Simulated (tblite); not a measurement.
C6H11OPSi.
Geometry (GFN2-xTB, Å), atoms numbered from 1 in this order:
```
atom  x, y, z in Å
C1    -2.410   -1.688   -0.318
C2    -1.774   -0.524   -0.225
C3    -0.344   -0.356   -0.080
C4     0.267    0.844   -0.099
Si5   -0.579    2.519   -0.271
C6     1.765    0.801    0.012
P7     2.090   -0.840    0.755
O8     3.363   -1.514    0.491
C9     0.547   -1.561    0.085
H10   -3.479   -1.734   -0.434
H11   -1.897   -2.635   -0.291
H12   -2.339    0.398   -0.273
H13   -1.237    2.619   -1.577
H14   -1.558    2.694    0.805
H15    0.457    3.547   -0.161
H16    2.180    1.630    0.586
H17    2.238    0.814   -0.977
H18    1.811   -0.655    2.111
H19    0.115   -2.320    0.738
H20    0.779   -2.030   -0.878
```

Computed values, GFN2-xTB/tblite, gas phase, harmonic and unscaled. Errors from tens to a few hundred cm⁻¹ against measured bands are possible. Modes of hydrogen on phosphorus and silicon can be 10 to 20 % off. One conformer, not necessarily the lowest.

Harmonic wavenumbers (cm⁻¹): 61.5, 87.0, 101.4, 126.5, 164.1, 194.0, 266.0, 306.8, 313.0, 344.0, 417.5, 444.3, 487.9, 555.9, 568.8, 654.1, 664.9, 694.6, 758.0, 778.9, 792.1, 799.9, 805.3, 814.6, 885.7, 889.2, 948.0, 960.3, 1002.3, 1007.2, 1043.0, 1056.4, 1099.4, 1148.1, 1198.5, 1281.3, 1291.6, 1299.0, 1406.8, 1419.6, 1421.5, 1604.8, 1657.1, 2248.4, 2251.5, 2259.9, 2265.2, 2902.2, 2914.7, 2971.8, 2975.3, 3053.9, 3109.7, 3133.7.

A = 1535, B = 887.6, C = 580.6 MHz; mass 158.032 u (most abundant isotopes); point group C1, symmetry number 1.

What is the zero-point energy?

Half the sum of the wavenumbers: 31954 cm⁻¹ = 91.36 kcal/mol.

Give the ideal-gas entropy at 298.15 K and 1 bar in the rigid-rotor, harmonic-oscillator model (classical rotation).

Translation 41.11, rotation 30.39, vibration 31.71: S = 103.2 cal/(mol K).

And Cp and H(298.15 K) − H(0)?

Cp = 43.97 cal/(mol K), of which vibrations give 36.02 (their classical limit is 54 R = 107.3); H(298.15 K) − H(0) = 7.58 kcal/mol without the zero-point energy, 5.21 from vibrations.

What must be added to the electronic energy to get the Gibbs energy at 298.15 K and 1 bar?

ZPE + [H(298.15 K) − H(0)] − T·S = 91.36 + 7.58 − 30.77 = 68.17 kcal/mol.

Which modes carry the vibrational entropy at 298.15 K?

61.5 cm⁻¹: 4.41; 87.0 cm⁻¹: 3.73; 101.4 cm⁻¹: 3.43; 126.5 cm⁻¹: 3.00; 164.1 cm⁻¹: 2.50; 194.0 cm⁻¹: 2.19 cal/(mol K); the other 48 give 12.46 together.

Blend soft modes into free rotors: weight 1/[1 + (100 cm⁻¹/ν̃)⁴] for the oscillator and the rest for a rotor with moment μB/(μ + B), μ = h/(8π²ν), B = 10⁻⁴⁴ kg m². What vibrational entropy results?

29.93 cal/(mol K) in place of 31.71, which changes −T·S at 298.15 K by +0.53 kcal/mol.

Hindered rotation and anharmonicity are outside this model. Other conformers, if any are populated, would add a mixing term that is left out. The structure is chiral; the term R ln 2 for an equal mix with its mirror image is left out.
